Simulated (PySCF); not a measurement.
**How methods differ on the ionisation energy of Rh**

Rh [Kr] 4d8 5s1 (4F) → Rh⁺ [Kr] 4d8 (3F), as a difference of total energies. All numbers are calculated (PySCF 2.14, scalar relativity by spin-free X2C-1e, in aug-cc-pwCVTZ-DK). Correlated levels: valence: [Kr] frozen; valence and next inner shell: [Ar] 3d10 frozen. The calculations carry no spin-orbit coupling.

| method | ionisation energy (eV) |
| --- | --- |
| UHF | 6.312 |
| LDA | 8.118 |
| PBE | 7.830 |
| PBE0 | 7.530 |
| r2SCAN | 7.712 |
| MN15 | 7.502 |
| BP86 | 7.992 |
| BLYP | 7.804 |
| SCS-MP2 (valence) | 7.071 |
| SCS-MP2 (valence and next inner shell) | 7.232 |

Task: Estimate what MP2 (valence and next inner shell) gives.

Result: 7.503 eV, closest to MN15 among the rows shown.

Task: Estimate what MP2 (valence) gives.

Result: 7.307 eV, closest to SCS-MP2 (valence and next inner shell) among the rows shown.

For comparison: 7.479 eV (measured; NIST levels, between the centres of gravity of the two terms).
